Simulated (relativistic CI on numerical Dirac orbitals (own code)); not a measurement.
## Br: computed level list

Method of calculation: Dirac-Coulomb-Breit CI, KLI orbitals optimised for each configuration, model QED (radiative potential, 1s self-energy scaled to tabulated hydrogen-like ionisation energies), valence Slater integrals scaled by 0.85, configuration energies shifted to the measured levels that pair with them (semi-empirical) (own radial code, finite nucleus).

Configuration list (outside the closed core [Ar] 3d10): 4s2 4p5, 4s2 4p4 5s, 4s2 4p4 5p, 4s2 4p4 4d, 4s 4p6, 4s2 4p4 6s, 4s2 4p4 6p, 4s2 4p4 5d, 4s2 4p3 4d2, 4s2 4p4 4f, 4s2 4p4 6d, 4s2 4p4 5f, 4s2 4p4 5g, 4s2 4p4 6f. Levels of other configurations are missing.

| No. | Configuration | Term | J | E (cm⁻¹) | % | Next component (%) | jj configuration (%) |
| --- | --- | --- | --- | --- | --- | --- | --- |
| 41 | 4p4(3P) 6s‡ | 4P | 3/2 | 85315.5 | 34 | 30 4s2 4p4 4d 2P | 4p1/2 4p3/2^3 6s (43) |
| 42 | 4p4(3P) 6s‡ | 4P | 3/2 | 85336.5 | 39 | 21 4s2 4p4 4d 2P | 4p1/2 4p3/2^3 6s (53) |
| 43 | 4p4(3P) 6p‡ | 4P° | 5/2 | 85424.3 | 73 | 24 4D° | 4p3/2^2 6p3/2 (49) |
| 44 | 4p4(3P) 6s‡ | 4P | 1/2 | 85478.6 | 76 | 20 2P | 4p1/2 4p3/2^3 6s (75) |
| 45 | 4p4(3P) 6p‡ | 4P° | 3/2 | 85542.6 | 42 | 22 2P° | 4p3/2^2 6p1/2 (75) |
| 46 | 4p4(3P) 6p‡ | 4D° | 7/2 | 85621.3 | 97 | 3 2F° | 4p3/2^2 6p3/2 (81) |
| 47 | 4p4(3P) 6p‡ | 2D° | 5/2 | 85713.7 | 79 | 16 4D° | 4p3/2^2 6p1/2 (49) |
| 48 | 4p4(3P) 6p‡ | 2S° | 1/2 | 85730.0 | 42 | 34 2P° | 4p3/2^2 6p3/2 (77) |
| 49 | 4p4(3P) 6p‡ | 2P° | 3/2 | 85900.8 | 38 | 30 4S° | 4p3/2^2 6p3/2 (66) |
| 50 | 4p4(3P) 6s‡ | 2P | 1/2 | 86293.4 | 75 | 18 4P | 4p3/2^2 6s (37) |
| 51 | 4p4(3P) 5d‡ | 4D | 7/2 | 87071.1 | 66 | 25 4F | 4p3/2^2 5d5/2 (60) |
| 52 | 4p4(3P) 5d‡ | 4D | 5/2 | 87231.5 | 62 | 16 4P | 4p3/2^2 5d3/2 (52) |
| 53 | 4p4(3P) 5d‡ | 4F | 9/2 | 87389.1 | 96 | 3 2G | 4p3/2^2 5d5/2 (80) |
| 54 | 4p4(3P) 5d‡ | 4D | 3/2 | 87447.4 | 49 | 35 4P | 4p3/2^2 5d3/2 (73) |
| 55 | 4p4(3P) 5d‡ | 4P | 1/2 | 87574.6 | 61 | 14 4D | 4p3/2^2 5d3/2 (68) |
| 56 | 4p4(1D) 5p | 2F° | 5/2 | 87704.7 | 96 | 3 2D° | 4p1/2 4p3/2^3 5p1/2 (67) |
| 57 | 4p4(3P) 5d‡ | 2P | 1/2 | 87717.9 | 52 | 20 4D | 4p3/2^2 5d5/2 (61) |
| 58 | 4p4(3P) 5d‡ | 2F | 7/2 | 87759.5 | 73 | 22 4F | 4p3/2^2 5d3/2 (64) |
| 59 | 4p4(1D) 5p | 2F° | 7/2 | 87829.1 | 97 | 3 4D° | 4p1/2 4p3/2^3 5p3/2 (81) |
| 60 | 4p4(1D) 5p | 2P° | 1/2 | 87903.3 | 53 | 23 4s2 4p4 6p 4P° | 4p1/2 4p3/2^3 5p3/2 (46) |
| 61 | 4p4(1D) 5p | 2P° | 3/2 | 87938.4 | 58 | 19 4s2 4p4 6p 4D° | 4p1/2 4p3/2^3 6p1/2 (28) |
| 62 | 4p4(3P) 5d‡ | 2D | 3/2 | 88311.1 | 33 | 26 2P | 4p3/2^2 5d5/2 (67) |
| 63 | 4p4(3P) 5d‡ | 2D | 5/2 | 88400.5 | 39 | 23 2F | 4p3/2^2 5d5/2 (46) |
| 64 | 4p4(1D) 4d‡ | 2S | 1/2 | 88640.0 | 37 | 20 4s2 4p4 5d 4P | 4p1/2 4p3/2^3 4d3/2 (22) |
| 65 | 4p4(3P) 6p‡ | 4D° | 5/2 | 88699.7 | 55 | 19 4P° | 4p1/2 4p3/2^3 6p3/2 (90) |
| 66 | 4p4(3P) 6p‡ | 4P° | 1/2 | 88724.4 | 43 | 35 2S° | 4p1/2 4p3/2^3 6p1/2 (92) |
| 67 | 4p4(1D) 5p | 2D° | 3/2 | 88808.9 | 65 | 16 4s2 4p4 6p 2D° | 4p1/2 4p3/2^3 5p3/2 (32) |
| 68 | 4p4(3P) 6p‡ | 4S° | 3/2 | 88929.8 | 28 | 27 2D° | 4p1/2 4p3/2^3 6p3/2 (71) |
| 69 | 4p4(1D) 5p | 2D° | 5/2 | 88939.0 | 87 | 4 4s2 4p4 6p 4D° | 4p1/2 4p3/2^3 5p3/2 (60) |
| 70 | 4p4(3P) 6p‡ | 4D° | 1/2 | 89134.4 | 72 | 18 4P° | 4p1/2 4p3/2^3 6p3/2 (38) |
| 71 | 4p4(3P) 6p‡ | 4D° | 3/2 | 89158.1 | 63 | 13 4s2 4p4 5p 2P° | 4p1/2 4p3/2^3 6p1/2 (48) |
| 72 | 4p4(3P) 4f‡ | 4F° | 9/2 | 89371.5 | 62 | 26 4G° | 4p3/2^2 4f7/2 (76) |
| 73 | 4p4(3P) 4f‡ | 2F° | 7/2 | 89371.8 | 46 | 21 4G° | 4p3/2^2 4f5/2 (73) |
| 74 | 4p4(3P) 4f‡ | 4F° | 5/2 | 89381.7 | 35 | 30 2F° | 4p3/2^2 4f5/2 (69) |
| 75 | 4p4(3P) 4f‡ | 4F° | 7/2 | 89381.8 | 46 | 27 4D° | 4p3/2^2 4f7/2 (73) |
| 76 | 4p4(3P) 4f‡ | 2D° | 3/2 | 89417.0 | 35 | 34 4F° | 4p3/2^2 4f5/2 (69) |
| 77 | 4p4(3P) 4f‡ | 4D° | 5/2 | 89417.7 | 49 | 19 2F° | 4p3/2^2 4f7/2 (69) |
| 78 | 4p4(3P) 4f‡ | 4G° | 11/2 | 89419.7 | 97 | 3 2H° | 4p3/2^2 4f7/2 (81) |
| 79 | 4p4(3P) 4f‡ | 2G° | 9/2 | 89420.8 | 72 | 26 4G° | 4p3/2^2 4f5/2 (76) |
| 80 | 4p4(3P) 4f‡ | 4D° | 3/2 | 89452.1 | 49 | 48 2D° | 4p3/2^2 4f7/2 (69) |
| 81 | 4p4(3P) 4f‡ | 4D° | 1/2 | 89453.1 | 97 | 3 2P° | 4p3/2^2 4f5/2 (81) |
| 82 | 4p4(3P) 6p‡ | 2D° | 3/2 | 89780.8 | 30 | 26 2P° | 4p3/2^2 6p3/2 (34) |
| 83 | 4p4(3P) 5d‡ | 4D | 1/2 | 90062.5 | 43 | 19 2P | 4p1/2 4p3/2^3 5d3/2 (70) |
| 84 | 4p4(3P) 6p‡ | 2P° | 1/2 | 90211.7 | 51 | 28 4s2 4p4 5p 2P° | 4p1/2 4p3/2^3 6p3/2 (27) |
| 85 | 4p4(3P) 5d‡ | 4P | 3/2 | 90219.3 | 25 | 24 4s2 4p4 6d 4D | 4p3/2^2 6d3/2 (36) |
| 86 | 4p4(3P) 5d‡ | 4F | 7/2 | 90241.0 | 35 | 31 4s2 4p4 6d 4D | 4p1/2 4p3/2^3 5d5/2 (55) |
| 87 | 4p4(3P) 6d‡ | 4D | 5/2 | 90360.4 | 47 | 17 4s2 4p4 5d 4P | 4p3/2^2 6d3/2 (39) |
| 88 | 4p4(3P) 5d‡ | 4F | 5/2 | 90582.2 | 52 | 14 4s2 4p4 6d 2D | 4p1/2 4p3/2^3 5d3/2 (64) |
| 89 | 4p4(3P) 6d‡ | 4F | 7/2 | 90612.6 | 39 | 29 4D | 4p3/2^2 6d3/2 (40) |
| 90 | 4p4(3P) 6d‡ | 4F | 9/2 | 90619.3 | 97 | 3 2G | 4p3/2^2 6d5/2 (80) |
| 91 | 4p4(3P) 5d‡ | 4F | 3/2 | 90744.0 | 58 | 14 4s2 4p4 6d 4P | 4p1/2 4p3/2^3 5d3/2 (58) |
| 92 | 4p4(3P) 6d‡ | 2P | 1/2 | 90828.9 | 44 | 15 4D | 4p3/2^2 6d5/2 (30) |
| 93 | 4p4(3P) 6d‡ | 4P | 1/2 | 90914.9 | 72 | 18 2P | 4p3/2^2 6d3/2 (42) |
| 94 | 4p4(3P) 6d‡ | 2F | 7/2 | 90926.8 | 66 | 8 4s2 4p4 5d 4F | 4p3/2^2 6d3/2 (40) |
| 95 | 4p4(3P) 5d‡ | 2F | 5/2 | 90965.6 | 35 | 31 4P | 4p1/2 4p3/2^3 5d5/2 (75) |
| 96 | 4p4(3P) 6d‡ | 4P | 3/2 | 90981.4 | 29 | 19 4s2 4p4 5d 4D | 4p1/2 4p3/2^3 5d5/2 (42) |
| 97 | 4p4(3P) 6d‡ | 2P | 3/2 | 91207.0 | 26 | 26 2D | 4p3/2^2 6d5/2 (47) |
| 98 | 4p4(3P) 5d‡ | 2F | 5/2 | 91328.2 | 21 | 20 4s2 4p4 6d 2D | 4p3/2^2 5d5/2 (29) |
| 99 | 4p4(3P) 5d‡ | 2D | 3/2 | 91377.3 | 30 | 25 2P | 4p3/2^2 5d3/2 (34) |
| 100 | 4p4(3P) 5d‡ | 2D | 5/2 | 91828.3 | 22 | 22 4s2 4p4 4d 2D | 4p3/2^4 5d5/2 (16) |
| 101 | 4p4(3P) 5f‡ | 4F° | 9/2 | 91854.9 | 61 | 27 4G° | 4p3/2^2 5f7/2 (76) |
| 102 | 4p4(3P) 5f‡ | 2F° | 7/2 | 91855.5 | 41 | 22 4G° | 4p3/2^2 5f5/2 (76) |
| 103 | 4p4(3P) 5g‡ | 4G | 11/2 | 91860.1 | 59 | 28 4H | 4p3/2^2 5g9/2 (78) |
| 104 | 4p4(3P) 5f‡ | 4F° | 7/2 | 91860.1 | 41 | 27 4D° | 4p3/2^2 5f7/2 (76) |
| 105 | 4p4(3P) 5g‡ | 2G | 9/2 | 91860.1 | 41 | 24 4H | 4p3/2^2 5g7/2 (77) |
| 106 | 4p4(3P) 5f‡ | 4F° | 5/2 | 91860.2 | 35 | 29 2F° | 4p3/2^2 5f5/2 (70) |
| 107 | 4p4(3P) 5g‡ | 4G | 7/2 | 91860.5 | 37 | 29 2G | 4p3/2^2 5g7/2 (74) |
| 108 | 4p4(3P) 5g‡ | 4G | 9/2 | 91860.5 | 44 | 25 4F | 4p3/2^2 5g9/2 (77) |
| 109 | 4p4(3P) 5g‡ | 4F | 7/2 | 91867.5 | 45 | 22 2G | 4p3/2^2 5g9/2 (74) |
| 110 | 4p4(3P) 5g‡ | 4G | 5/2 | 91867.5 | 37 | 35 4F | 4p3/2^2 5g7/2 (75) |

Energies count from the lowest computed level; ° marks odd parity. Percentages are summed over parent terms; the parents shown are those of the largest component, closed shells are left out there. Filled j subshells are mostly left out of the jj labels. ‡ marks configurations that were not tied to measured data.

The mean weight of the leading LS term, summed over parents, in these 70 levels is 53 %, and that of the leading jj configuration (from the same eigenvectors) 60 %.

Configurations whose levels could be paired with our table of measured levels were shifted onto them, all but the ground configuration, by the median error of their levels; single terms can still be off by 1,000 to 2,000 cm⁻¹ or more, and rates follow the energies as ν³ (E1, M1) or ν⁵ (E2). The others borrow a shift and can be off by several thousand cm⁻¹ or more. The fine structure of a lone outer electron comes out too small, for d and f at times inverted, and misplaced configurations move strength between like terms. 20 of the 28 excited levels that our extract of the measured tables holds in this range could be paired (the sources list more); they are missed by 689 cm⁻¹ on average and 2879 at most, after the shifts were fitted to these levels, and levels without a partner can miss by more.

LS names give the leading component of a level, which can be under half, so a name can repeat, a term be missing and a line seem to break the LS rules.
